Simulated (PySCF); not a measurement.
Compound: C7H13BO2.
Structure used (PBE0-D3(BJ)/def2-SVP), in Å, numbered top down from 1:
```xyz
23
C7H13BO2 angstrom
B     -1.7280   -0.9484    1.6618
O     -2.8821   -0.7425    0.9780
C     -2.9089    0.1735   -0.0964
C     -1.5490    0.2924   -0.7553
C     -0.4810    0.6059    0.2815
C      0.9212    0.5627   -0.2902
C      2.1203    0.6869    0.6699
C      2.8540   -0.3699   -0.1767
C      1.4931   -0.7907   -0.7631
O     -0.5665   -0.3073    1.3665
H     -1.7326   -1.7375    2.5732
H     -3.2416    1.1575    0.2802
H     -3.6686   -0.1731   -0.8141
H     -1.5654    1.0757   -1.5291
H     -1.2969   -0.6581   -1.2564
H     -0.6577    1.6206    0.6883
H      0.9870    1.3141   -1.0951
H      2.5855    1.6770    0.7904
H      1.8522    0.2925    1.6610
H      3.4414   -1.1340    0.3534
H      3.4964    0.0947   -0.9406
H      1.4407   -1.0306   -1.8359
H      1.0472   -1.6179   -0.1899
```

Level: PBE0/pcSseg-1 in PySCF, non-relativistic, on one gas-phase PBE0-D3(BJ)/def2-SVP geometry that isn't relaxed in the solvent. The solvent is an IEF-PCM continuum (Bondi radii, 1.10 Å for H, scaled by 1.2). The model holds no explicit solvent molecules, cavitation or dispersion.

Gas phase at PBE0/pcSseg-1: HOMO -8.15 eV, LUMO 0.77 eV, dipole 2.98 D.

**Question.** What does the continuum do to the energy, the frontier levels and the dipole at PBE0/pcSseg-1 in chloroform?

**Answer.** 
| solvent | ε | E(solvent) − E(gas) (kcal/mol) | polarisation term (kcal/mol) | distortion of the solute (kcal/mol) | HOMO (eV) | LUMO (eV) | dipole (D) |
| --- | --- | --- | --- | --- | --- | --- | --- |
| chloroform | 4.711 | -2.98 | -3.35 | 0.37 | -8.07 | 0.82 | 3.68 |

The first energy column is the sum of the next two and covers electrostatics alone.

**Question.** Which radius a makes the point-dipole formula ΔE = −[(ε − 1)/(2ε + 1)]·μ²/a³ give the value in chloroform, with the gas-phase dipole?

**Answer.** μ = 1.172 au and |ΔE| = 0.00474 Eh give a = 2.48 Å; the farthest nucleus lies 3.78 Å from the centroid of the nuclei, so such a sphere wouldn't even hold the nuclei. The formula assumes a rigid point dipole at the centre of a sphere.

**Question.** Give the dipole vector in the frame of the coordinates (D, pointing from negative to positive charge), gas and chloroform.

**Answer.** Gas (0.20, 1.86, -2.32), solvent (0.14, 2.30, -2.87). Its length changes by +24 % and its direction by 2°.

**Question.** Which Hirshfeld charges (PBE0/pcSseg-1) respond most in chloroform (means over atoms taken as equivalent)?

**Answer.** 
| atoms | environment | gas (e) | solvent (e) | change |
| --- | --- | --- | --- | --- |
| O2 | boron-bound oxygen | -0.182 | -0.192 | -0.010 |
| H14 | methylene hydrogen | +0.051 | +0.059 | +0.008 |
| B1 | three-coordinate boron | +0.204 | +0.198 | -0.006 |
| O10 | boron-bound oxygen | -0.164 | -0.169 | -0.005 |
| H11 | B–H hydrogen | -0.063 | -0.069 | -0.006 |
| H17 | methine hydrogen | +0.039 | +0.044 | +0.005 |
| H12 | methylene hydrogen | +0.042 | +0.047 | +0.005 |
| H16 | methine hydrogen | +0.037 | +0.042 | +0.005 |
| H19 | methylene hydrogen | +0.036 | +0.031 | -0.005 |
| H13 | methylene hydrogen | +0.049 | +0.052 | +0.003 |
| C4 | ring CH2 carbon | -0.079 | -0.076 | +0.003 |
| C8 | four-membered-ring carbon | -0.069 | -0.071 | -0.002 |

**Question.** How do the nuclear quadrupole coupling constants eQVzz/h respond in chloroform?

**Answer.** 
| nucleus | Q (barn) | gas (MHz) | solvent (MHz) | η gas | η solvent |
| --- | --- | --- | --- | --- | --- |
| 11B at B1 | 0.04059 | 3.27 | 3.24 | 0.45 | 0.41 |
| 17O at O2 | -0.0256 | -9.34 | -9.11 | 0.04 | 0.04 |
| 17O at O10 | -0.0256 | -9.06 | -8.88 | 0.04 | 0.04 |
